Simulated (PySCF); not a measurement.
A structure optimised at PBE-D3(BJ)/def2-SVP, used in a PySCF frequency run:

```xyz
14

C      2.2305     0.4608     0.8297
Si     0.5751    -0.2950     0.3752
O     -0.4522    -0.0753     1.6924
O      0.7492    -1.9126    -0.0732
Si    -0.6992     0.6865    -1.3372
O     -2.1860     0.6497    -0.4932
H      2.1264     1.5486     1.0160
H      2.9786     0.3079     0.0264
H      2.6230    -0.0011     1.7602
H     -1.3717     0.0467     1.3713
H      1.1815    -2.4722     0.5972
H     -0.7919    -0.0663    -2.6426
H     -0.3129     2.1085    -1.6820
H     -2.9668     0.9882    -0.9648
```
Charge 0, spin multiplicity 1.

**Question.** Write its SMILES and formula.

**Answer.** C[Si](O)(O)[SiH2]O, CH₈O₃Si₂

**Question.** What are its rotational constants (standard atomic weights)?

**Answer.** 3.1134, 1.4687, 1.4141 GHz
